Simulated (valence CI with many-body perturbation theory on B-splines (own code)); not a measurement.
**Hg65+: magnetic and hyperfine properties of the levels**

Calculated by relativistic CI+MBPT: five valence electrons over a frozen Dirac-Fock core [Ne], radial functions for each j: 11 s, 11 p, 10 d, 8 f, 5 g, 2 h, with the one-electron correlation potential Σ1 (screened to all orders), the two-electron term Σ2, the three-electron term Σ3, Breit, model QED; selected single and double excitations, second order for the rest, scaled by the run's own slope (own B-spline code, finite nucleus).

The last digits are not significant, and no measured levels were compared; by estimate large intervals hold to a few tenths of a per cent, small ones and those within an open d or f shell to about a per cent. Among the levels kept, up to 3300 cm⁻¹ of a level comes from second order outside the variational space, and about a tenth of that is noise between levels of different J, which matters for small intervals.

A/g_I is the dipole constant over the nuclear g factor μ/I (μ in nuclear magnetons, uniformly magnetised nucleus), B/Q the quadrupole constant per barn. Both hold the static response of the core; the bare values leave it out. Large factors of s and p1/2 electrons are usually good to 5 to 10 %; those of open d and f shells near neutrality can be off by tens of per cent, and small factors of p3/2, d and f electrons come from cancelling terms and can be off by a factor of two or in sign, in half-filled shells by more. B is blank for J = 1/2, where it vanishes, and for nearly pure S terms. Energies count from the lowest level.

Levels are named by their leading jj configuration (3d3/2^4 stands for four electrons in 3d with j = 3/2), which in mixed levels can hold well under half, so a name can repeat and another be missing. Letters in brackets count levels of one name in rising energy.

```tsv
Level	E (eV)	g	A/g_I (MHz)	A/g_I bare	B/Q (MHz/b)	B/Q bare
(3s^2 3p1/2^2 3p3/2) J=3/2	0.0	1.333	276000	275000	552000	545000
(3s^2 3p1/2^2 3d3/2) J=3/2	254.0	0.776	149000	153000	95300	98100
(3s^2 3p1/2^2 3d5/2) J=5/2	385.9	1.190	60700	64300	86200	89100
(3s^2 3p1/2 3p3/2^2) J=3/2	502.4	1.451	-220000	-212000	32300	31900
(3s^2 3p1/2 3p3/2^2) J=5/2	515.1	1.183	781000	771000	-923	-903
(3s^2 3p1/2 3p3/2^2) J=1/2	532.2	0.643	2780000	2740000		
(3s 3p1/2^2 3p3/2^2) J=5/2	700.5	1.451	1770000	1740000	90900	89700
(3s 3p1/2^2 3p3/2^2) J=3/2	732.0	1.141	-953000	-928000	-44600	-43900
(3s 3p1/2^2 3p3/2^2) J=1/2	735.4	2.002	7230000	7090000		
(3s^2 3p1/2 3p3/2 3d3/2) J=5/2 [a]	753.1	0.955	583000	578000	-50300	-47900
(3s^2 3p1/2 3p3/2 3d3/2) J=1/2 [a]	757.0	0.227	1020000	1010000		
(3s^2 3p1/2 3p3/2 3d3/2) J=3/2 [a]	757.7	0.901	588000	583000	-329000	-325000
(3s^2 3p1/2 3p3/2 3d3/2) J=7/2	766.6	1.012	579000	574000	623000	619000
(3s^2 3p1/2 3p3/2 3d3/2) J=5/2 [b]	799.9	1.145	52700	57200	582000	576000
(3s^2 3p1/2 3p3/2 3d3/2) J=1/2 [b]	812.2	1.657	2000000	1970000		
(3s^2 3p1/2 3p3/2 3d3/2) J=3/2 [b]	813.8	1.208	-184000	-175000	26200	24500
(3s^2 3p1/2 3p3/2 3d5/2) J=7/2 [a]	870.2	1.299	-151000	-144000	610000	607000
(3s^2 3p1/2 3p3/2 3d5/2) J=9/2	884.3	1.176	434000	430000	628000	625000
(3s^2 3p1/2 3p3/2 3d5/2) J=3/2 [a]	884.8	1.322	-455000	-442000	-210000	-206000
(3s^2 3p1/2 3p3/2 3d5/2) J=5/2 [a]	888.5	1.109	561000	555000	-401000	-395000
(3s^2 3p1/2 3p3/2 3d5/2) J=5/2 [b]	909.2	1.281	-143000	-136000	10500	12000
(3s^2 3p1/2 3p3/2 3d5/2) J=7/2 [b]	911.6	1.125	502000	497000	-22200	-19400
(3s^2 3p1/2 3p3/2 3d5/2) J=3/2 [b]	921.2	0.932	843000	832000	54300	54600
(3s^2 3p1/2 3p3/2 3d5/2) J=1/2	925.2	1.221	-871000	-850000		
(3s 3p1/2^2 3p3/2 3d3/2) J=5/2 [a]	950.2	1.246	1410000	1390000	172000	170000
(3s 3p1/2^2 3p3/2 3d3/2) J=3/2 [a]	952.5	1.236	688000	681000	12700	10500
(3s 3p1/2^2 3p3/2 3d3/2) J=1/2 [a]	955.2	2.324	4250000	4170000		
(3s 3p1/2^2 3p3/2 3d3/2) J=7/2	962.4	1.227	1330000	1310000	608000	604000
(3s 3p1/2^2 3p3/2 3d3/2) J=3/2 [b]	982.0	1.005	756000	747000	-282000	-278000
(3s 3p1/2^2 3p3/2 3d3/2) J=5/2 [b]	992.7	0.862	-285000	-273000	299000	298000
(3s 3p1/2^2 3p3/2 3d3/2) J=1/2 [b]	998.4	0.550	1430000	1410000		
(3s^2 3p1/2 3d3/2^2) J=5/2	1024.1	0.798	399000	397000	137000	137000
(3s^2 3p3/2^3) J=3/2	1036.9	1.304	287000	285000	-581000	-575000
(3s 3p1/2^2 3p3/2 3d5/2) J=9/2	1067.3	1.336	1040000	1020000	623000	620000
(3s^2 3p1/2 3d3/2^2) J=1/2	1070.9	0.633	2770000	2720000		
(3s^2 3p1/2 3d3/2^2) J=3/2	1074.7	0.802	-409000	-394000	-44400	-43600
(3s 3p1/2^2 3p3/2 3d5/2) J=5/2 [a]	1086.3	1.365	1540000	1520000	-301000	-296000
(3s 3p1/2^2 3p3/2 3d5/2) J=7/2 [a]	1094.1	1.264	695000	687000	287000	286000
(3s 3p1/2^2 3p3/2 3d5/2) J=3/2 [a]	1098.4	1.109	-871000	-848000	-297000	-293000
(3s 3p1/2^2 3p3/2 3d5/2) J=7/2 [b]	1112.4	1.175	-163000	-153000	303000	303000
```

Problem. Take the isotope of mass number 201, with I = 3/2, μ = -0.558 μN and Q = 0.387 b. What is the hyperfine structure of (3s^2 3p1/2^2 3d3/2) J=3/2?

Solution. From the table A = -55400 MHz, B = 36900 MHz. Shifts from the centre of gravity in MHz: F = 0: 254000, F = 1: 162000, F = 2: 13900, F = 3: -115000.
